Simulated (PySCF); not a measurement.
A structure optimised at PBE-D3(BJ)/def2-SVP, used in a PySCF frequency run:

```
C
N 1 1.3024
C 1 1.5008 2 122.67
H 3 1.1080 1 110.57 2 -0.61
H 3 1.1108 4 109.84 1 122.36
H 3 1.1112 4 109.48 5 116.24
Si 2 1.8259 1 103.42 3 -173.73
N 7 1.7305 2 119.93 1 -126.51
H 8 1.0220 7 120.70 2 57.11
H 8 1.0225 9 111.30 7 149.30
H 7 1.5026 8 105.78 9 -179.52
Si 1 1.9513 2 108.20 7 8.07
H 12 1.5131 1 110.74 2 104.75
H 12 1.5140 13 106.50 1 -133.05
```

Task: Write its SMILES and formula.

Result: CC1=N[Si@@H](N)[SiH2]1, C₂H₈N₂Si₂

Task: What are its rotational constants (standard atomic weights)?

Result: 4.0303, 1.5955, 1.2594 GHz
